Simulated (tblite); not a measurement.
Input of a run (GFN2-xTB geometry optimisation, gas phase (tblite 0.8.0)), started from a force field or distance geometry:
```
{"job": {"kind": "relax", "xc": "GFN2-xTB", "basis": "xTB"}, "charge": 0, "multiplicity": 2}
C     -2.067200     2.348800     1.187700
C     -1.330500     1.408400     0.223400
C     -0.615400     0.495200    -0.693800
C     -0.991300    -0.944200    -0.438300
C     -0.142400    -1.584900     0.644100
N      0.931000    -1.096400     1.135000
C      1.418700     0.225400     0.731600
C      0.893500     0.675500    -0.613700
H     -0.949300     0.753500    -1.710600
H     -0.839500    -1.552000    -1.331100
H     -2.046200    -1.070700    -0.149700
H     -0.465800    -2.585600     0.979900
H      2.507500     0.195100     0.702200
H      1.161900     0.946500     1.512200
H      1.355600     0.079200    -1.404900
H      1.171700     1.715100    -0.785400
```

Output (eV, eV/Å):
```
step      E/eV     max force
  0    -590.50977    9.699
  1    -592.41391    7.172
  2    -586.73867   62.299
  3    -592.68159    4.987
  4    -592.79833    3.370
  5    -592.90868    2.103
  6    -592.93419    1.167
  7    -592.95901    0.298
  8    -592.96857    0.303
  9    -592.97137    0.192
 10    -592.97368    0.101
 11    -592.97571    0.153
 12    -592.97721    0.135
 13    -592.97837    0.097
 14    -592.97960    0.101
 15    -592.98097    0.157
 16    -592.98237    0.161
 17    -592.98378    0.112
 18    -592.98529    0.097
 19    -592.98689    0.098
 20    -592.98814    0.100
 21    -592.98889    0.071
 22    -592.98949    0.066
 23    -592.99025    0.089
 24    -592.99123    0.131
 25    -592.99230    0.137
 26    -592.99329    0.121
 27    -592.99416    0.077
 28    -592.99499    0.067
 29    -592.99582    0.082
 30    -592.99649    0.065
 31    -592.99702    0.081
 32    -592.99741    0.048
 33    -592.99763    0.080
 34    -592.99783    0.090
 35    -592.99805    0.094
 36    -592.99864    0.056
 37    -592.99895    0.054
 38    -592.99941    0.064
 39    -592.99978    0.083
 40    -593.00023    0.083
 41    -593.00059    0.047
 42    -593.00083    0.036
 43    -593.00098    0.034
 44    -593.00115    0.045
 45    -593.00131    0.035
 46    -593.00143    0.031
 47    -593.00150    0.024
 48    -593.00155    0.019
 49    -593.00160    0.017
 50    -593.00165    0.019
 51    -593.00170    0.019
 52    -593.00177    0.020
 53    -593.00186    0.026
 54    -593.00196    0.027
 55    -593.00205    0.025
 56    -593.00213    0.024
 57    -593.00223    0.026
 58    -593.00238    0.038
 59    -593.00254    0.036
 60    -593.00268    0.030
 61    -593.00276    0.024
 62    -593.00282    0.019
 63    -593.00288    0.021
 64    -593.00292    0.013
 65    -593.00294    0.010
 66    -593.00296    0.011
 67    -593.00298    0.010
```

Summarise the run.

The energy falls by 57.5 kcal/mol over 67 L-BFGS steps, the largest force on an atom goes from 9.70 to 0.010 eV/Å, and the atoms move by 0.163 Å rms after alignment. The bond that changes most is C1≡C2 (ends: carbon bonded to C; carbon bonded to 2 C), which shortens by 0.337 Å. Bonds longer at the end by more than 0.005 Å: 3 of 16; shorter: 7. Among the angles that change most is C1–C2–C3, from 179.4° to 171.5°. Among the dihedrals that turn most is C2–C3–C4–C5, from -87° to -76°. The energy rose by more than 1e-5 eV at step 2. The first step brought 76 % of the lowering.

What are the final bond lengths?

C1≡C2 1.198 Å, C2–C3 1.470 Å, C3–C4 1.529 Å, C4–C5 1.505 Å, C5=N6 1.252 Å, N6–C7 1.431 Å, C7–C8 1.534 Å, C3–C8 1.528 Å, C3–H9 1.097 Å, C4–H10 1.095 Å, C4–H11 1.092 Å, C5–H12 1.085 Å, C7–H13 1.094 Å, C7–H14 1.095 Å, C8–H15 1.093 Å, C8–H16 1.090 Å. Numbering counts from 1 in the input's order; the species is `[C]#C[C@@H]1CC=NCC1` [radical].

Its GFN2-xTB frequencies are all real (lowest 86 cm⁻¹).

One conformer stands for the species.

All values are computed, not measured.
